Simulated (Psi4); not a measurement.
C2H6AlCl, charge -1, doublet, at a GFN2-xTB geometry (such geometries of metal compounds can be far from the true shape) (a state made from the parent by changing its charge; the spin is typed, not shown lowest) (a gas-phase anion, which may not be bound at this level), with bond 10-1 at 2.0 times its length. Base run: HF/STO-3G in Psi4 1.11.

Geometry (Å):
```xyz
10

Al     0.3670     0.4287     0.4816
C      1.9569    -0.6570    -0.3266
H      1.6992    -1.6375    -0.7530
H      2.7249    -0.8543     0.4343
H      2.4690    -0.1090    -1.1306
C     -0.5521    -0.9017     1.8028
H     -0.8196    -1.8831     1.3847
H     -1.4829    -0.4944     2.2233
H      0.0969    -1.1107     2.6647
Cl    -2.4713     0.7324    -2.8278
```
Charge -1, spin multiplicity 2.
Orbitals are unrestricted.
All else is at Psi4's defaults (density fitting).
Base energy -771.76031 Eh.

Each row names what was changed in the base input (with any setting that the change needs).

```
change                           ΔE vs base (mEh)  SCF cycles  basis functions
-------------------------------  ----------------  ----------  ---------------
base                                        0.000           9               34
guess = huckel                              0.000          11               34
guess = sadno                               0.000          10               34
guess = sap                                 0.000          11               34
level_shift = 0.3                           0.000           9               34
diis_max_vecs = 3                           0.000          11               34
scf_type = mem_df                           0.000           9               34
scf_type = dfdirj+cosx                     -1.921          10               34
scf_type = cd                               1.028           9               34
e_convergence = 1e-8                        0.000          10               34
guess = sapgau                              0.000          11               34
d_convergence = 1e-10                       0.000          15               34
scf_initial_accelerator = ediis             0.000           9               34
```

Open shells are given as the SCF converged; they aren't shown to be the lowest states, and a large step between rows can be another state.

A gas-phase anion may not be bound at this level; its values then depend on the basis.
